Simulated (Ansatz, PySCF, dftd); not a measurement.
System: C₃H₈O, charge 0, singlet. C3H8O (SMILES CCCO).
B3LYP-D3(BJ)/def2-TZVP minimum from Ansatz (an electronic-structure program):
```xyz
12

C     -1.8645    -0.1931    -0.3023
C     -0.5633    -0.0415     0.4803
C      0.6470     0.0514    -0.4275
O      1.8098     0.1901     0.3857
H     -1.8566    -1.0970    -0.9161
H     -2.0299     0.6578    -0.9677
H     -2.7210    -0.2579     0.3699
H     -0.5982     0.8550     1.1046
H     -0.4258    -0.8898     1.1558
H      0.5406     0.9120    -1.1014
H      0.7147    -0.8511    -1.0496
H      2.5829     0.2497    -0.1841
```

Wanted: enthalpy of formation at 298 K (by atomisation, with rigid-rotor harmonic-oscillator terms from PySCF's Hessian at B3LYP-D3(BJ)/def2-TZVP and the atoms' measured values of the G2/97 table; no spin-orbit terms), in kcal/mol. Open shells are spin-unrestricted; no spin-orbit coupling. Cores are frozen in correlated methods. Rows without X2C or -DK are non-relativistic. CBS(X,Y): correlation extrapolated as X^-3, Hartree-Fock from the larger set. A bracket is a step between two methods taken in the basis named. The functionals are non-relativistic, so their misses hold any scalar relativity. Double hybrids freeze cores in their MP2 part. '+ core + X2C': CCSD(T) terms for core correlation (cc-pwCVTZ) and scalar relativity (cc-pVTZ-DK). Where a partner has so few electrons that a lower coupled-cluster level is exact, that level stands in.

Measured: -61.0 kcal/mol, -255.1 kJ/mol (CRC Handbook, as tabulated in the package chemicals); atomic spin-orbit terms, which the calculations lack, would raise the computed values.

```
level                                                                            program  enthalpy of formation at 298 K (kcal/mol)  error against that value
------------------------------------------------------------------------  --------------  -----------------------------------------  ------------------------
HF/cc-pVTZ                                                                        Ansatz                                      225.0                     286.0
B3LYP-D3(BJ)/def2-TZVPD                                                   Ansatz + dftd3                                      -59.4                       1.6
PBE0/def2-TZVPD                                                                   Ansatz                                      -58.5                       2.5
r2SCANh/def2-TZVPD                                                                Ansatz                                      -52.7                       8.3
CAM-B3LYP-D3(BJ)/def2-TZVPD                                               Ansatz + dftd3                                      -63.6                      -2.6
CAM-B3LYP-D4/def2-TZVPD                                                   Ansatz + dftd4                                      -63.7                      -2.7
wB97M-V/def2-TZVPD                                                                Ansatz                                      -60.1                       0.9
B2PLYP-D3(BJ)/def2-TZVPD                                                  Ansatz + dftd3                                      -48.1                      12.9
MP2/cc-pVQZ                                                                       Ansatz                                      -61.6                      -0.6
CCSD/cc-pVTZ                                                                      Ansatz                                      -22.2                      38.8
CCSD(T)/CBS(cc-pVTZ,cc-pVQZ)                                                      Ansatz                                      -59.3                       1.7
CCSDT(Q)/cc-pVDZ                                                                  Ansatz                                       17.1                      78.1
CCSD(T)/CBS(cc-pVTZ,cc-pVQZ) + [CCSDT(Q) - CCSD(T)]/cc-pVDZ + core + X2C          Ansatz                                      -62.8                      -1.8
```
